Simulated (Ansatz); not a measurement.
The cluster La2O3⁻, relaxed as a doublet with UKS PBE0-D4/def2-SVPD in Ansatz, starting from the GFN1-xTB geometry. Force threshold 0.02 eV/Å.

In the def2 sets La takes a core potential; there is no spin–orbit coupling. Another isomer (doublet) lies 0.45 eV lower at PBE0-D4/def2-TZVPD; other spin states weren't run for this one.

Start:

| atom | x (Å) | y (Å) | z (Å) |
| --- | --- | --- | --- |
| La1 | -0.411 | 0.441 | -0.365 |
| La2 | 0.776 | -0.560 | 1.203 |
| O3 | 0.974 | -0.482 | -0.483 |
| O4 | -1.219 | 1.783 | -0.253 |
| O5 | -0.121 | -1.181 | -0.102 |

| step | energy (eV) | largest force component (eV/Å) | SCF passes |
| --- | --- | --- | --- |
| 1 | -7812.0558 | 42.152 | 32 |
| 2 | -7834.0091 | 20.665 | 48 |
| 3 | -7845.6932 | 8.521 | 45 |
| 4 | -7849.7358 | 5.880 | 62 |
| 5 | -7852.3614 | 3.954 | 37 |
| 6 | -7853.9326 | 1.851 | 34 |
| 7 | -7854.6996 | 0.975 | 33 |
| 8 | -7855.0082 | 0.480 | 32 |
| 9 | -7855.0695 | 0.307 | 32 |
| 10 | -7855.0877 | 0.146 | 29 |
| 11 | -7855.0896 | 0.011 | 24 |

Force components are those of the run's own axes.

End:

```xyz
5

La   -0.635    0.436   -1.022
La    1.299   -1.412    1.147
O     1.578    0.145   -0.252
O    -1.516    2.149   -0.428
O    -0.726   -1.319    0.554
```

Bonds lost: O3–O5 (atoms count from 1).

No frequencies were taken in this run, so the end may be a saddle point.

It took 2 min on 4 threads of Intel Xeon on a shared host.
